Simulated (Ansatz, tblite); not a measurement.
Forces on the cluster Si2O2⁻ at its PBE0-D4/def2-TZVPD geometry. Total charge -1; doublet.

The xTB rows come from tblite. At r2SCANh-D4/def2-TZVPD the highest occupied level of the charge -1 doublet lies above zero (up to 1.22 eV). By energy differences its removal costs 0.40 eV (vertical, to the charge 0 singlet, at CCSD(T)/def2-TZVPPD). The structure comes from a short search, and lower isomers may exist.

GFN1-xTB (tblite), largest force 1.06 eV/Å:

```xyz
4
positions Å, forces eV/Å
Si    0.297    0.132    1.206    0.162    0.069    0.653
Si   -0.297   -0.131   -1.206   -0.160   -0.073   -0.653
O    -1.129   -0.103    0.290   -1.025   -0.091    0.263
O     1.129    0.102   -0.290    1.024    0.095   -0.263
```

GFN2-xTB (tblite), largest force 0.72 eV/Å:

```
Si 0.172 0.074 0.695
Si -0.171 -0.077 -0.695
O -0.087 -0.006 0.022
O 0.086 0.009 -0.022
```

r2SCANh-D4/def2-TZVPD (Ansatz), largest force 0.05 eV/Å:

```
Si -0.009 -0.007 -0.044
Si 0.012 0.003 0.044
O 0.022 0.004 -0.006
O -0.024 0.000 0.006
```
